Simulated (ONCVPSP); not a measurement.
**Cl: ONCV pseudisation with PBEsol, scalar-relativistic reference atom.**

ONCVPSP 4.0.1 input, shortened (lines: element, Z, core and valence counts, functional; n l f; lmax; l rc ep ncon nbas qcut; lloc lpopt rc5 dvloc0; l nproj debl; icmod fcfact rcfact), PBEsol, scalar-relativistic:

```
  Cl 17.00    3    2  -116133      upf
    1    0    2.00
    2    0    2.00
    2    1    6.00
    3    0    1.00
    3    1    6.00
    1
    0    1.15    0.00    4    9    6.70
    1    1.35    0.00    4    7    5.20
    4    5    0.90   -1.00
    0    1    3.70
    1    3    0.50
    3    4.00    1.60
```

Poles of the logarithmic derivatives, all-electron (AE) and pseudo (PS). s: poles at no energy (AE) and -0.6 (PS) Ha. p: poles at 3.2 (AE) and 3.2 (PS) Ha. Test radii: s 1.17, p 1.37 bohr.

- Cutoffs needed: 16 Ha and 37 Ha (the cutoffs (Ha) at which the residual kinetic energy of the hardest occupied pseudo-wave falls to 1 and 0.1 mHa per electron)
- Ghost test: ghosts flagged at negative energy: p at -166.1 eV, s at -16.8 eV; no localised positive-energy state flagged; a true bound ghost makes a file unfit for plane-wave use
- Largest excitation error: +90 meV (all-electron minus pseudo) for 3s2 3p3, out of 4 test configurations
- rms error of d²Exc/dni dnj: 2.06 mHa without and 2.15 mHa with the model core
